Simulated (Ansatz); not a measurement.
Consider the cleavage of the Si–Si bond: `N[SiH2][SiH2]N` + `N[SiH](O)S` → `N[SiH2]S[SiH](N)O` + `N[SiH3]`.

Program: Ansatz. Geometries: PBE0-D4/def2-TZVP. ΔE: electronic, gas phase. CCSD(T)/CBS adds triple-zeta CCSD(T) − MP2 to the extrapolated MP2 energy (def2 sets, frozen cores). This one scheme is used for every species. DFT in def2-TZVPP. Each species was taken in one conformer, which may not be the lowest.

`N[SiH2][SiH2]N`:

```xyz
12

N    -1.765   -0.491    0.307
Si   -0.315   -1.352   -0.080
Si    1.346    0.310   -0.160
N     0.474    1.796   -0.007
H    -1.712    0.216    1.024
H    -2.648   -0.976    0.346
H     0.070   -2.440    0.873
H    -0.519   -2.018   -1.397
H     2.178    0.166   -1.396
H     2.297    0.220    0.983
H    -0.377    1.896   -0.538
H     0.970    2.672    0.044
```

`N[SiH](O)S`:

```xyz
9

N     0.436   -0.513   -1.266
Si    0.162    0.002    0.326
O    -0.447   -1.193    1.278
S    -1.316    1.545    0.352
H     1.270   -1.027   -1.503
H    -0.333   -0.735   -1.877
H     1.463    0.481    0.855
H    -0.673   -0.969    2.182
H    -0.563    2.410   -0.347
```

`N[SiH2]S[SiH](N)O`:

```xyz
14

N     0.708    1.118    1.771
Si    1.782    0.134    0.814
S     1.100    0.106   -1.188
Si   -0.881   -0.740   -0.878
N    -1.854   -0.532   -2.249
O    -1.549    0.004    0.404
H     0.684    2.108    1.569
H     0.732    0.974    2.772
H     1.746   -1.198    1.470
H     3.183    0.628    0.756
H    -0.714   -2.201   -0.693
H    -2.137    0.376   -2.576
H    -1.882   -1.229   -2.973
H    -0.917    0.453    1.001
```

`N[SiH3]`:

```xyz
7

N     0.612    0.799   -0.352
Si   -0.418   -0.498    0.113
H     1.605    0.645   -0.426
H     0.421    1.731   -0.019
H    -0.077   -1.675   -0.727
H    -0.322   -0.928    1.540
H    -1.821   -0.075   -0.128
```

```json
{"level": "PBE-D4", "ΔE (kJ/mol)": "-92.5", "difference from CCSD(T)/CBS": "6.8"}
{"level": "r2SCAN-D4", "ΔE (kJ/mol)": "-99.9", "difference from CCSD(T)/CBS": "-0.6"}
{"level": "ωB97X-V", "ΔE (kJ/mol)": "-94.4", "difference from CCSD(T)/CBS": "4.9"}
{"level": "ωB97M-V", "ΔE (kJ/mol)": "-101.1", "difference from CCSD(T)/CBS": "-1.8"}
{"level": "B2PLYP", "ΔE (kJ/mol)": "-97.8", "difference from CCSD(T)/CBS": "1.5"}
{"level": "PBE", "ΔE (kJ/mol)": "-88.2", "difference from CCSD(T)/CBS": "11.1"}
{"level": "PBE0", "ΔE (kJ/mol)": "-90.9", "difference from CCSD(T)/CBS": "8.4"}
{"level": "CCSD/def2-TZVPP", "ΔE (kJ/mol)": "-94.2", "difference from CCSD(T)/CBS": "5.1"}
{"level": "MP2/def2-QZVPP", "ΔE (kJ/mol)": "-110.0", "difference from CCSD(T)/CBS": "-10.7"}
{"level": "CCSD/CBS(def2)", "ΔE (kJ/mol)": "-96.1", "difference from CCSD(T)/CBS": "3.2"}
{"level": "CCSD(T)/CBS", "ΔE (kJ/mol)": "-99.3", "difference from CCSD(T)/CBS": "0"}
```

Largest T1 diagnostic among the species: 0.012.

The D4 term adds −6.9 kJ/mol with B3LYP and −3.8 kJ/mol with PBE0; it sums over pairs of atoms, weighted by their polarisabilities, and B3LYP, whose exchange is more repulsive, gets the larger term. In def2-TZVPP, CCSD(T) changes the Hartree–Fock value by −5.5 kJ/mol (the triples alone add −3.2 kJ/mol) and MP2 by −16.9 kJ/mol.

B3LYP here is the variant with VWN-RPA as its local correlation; programs differ in this.
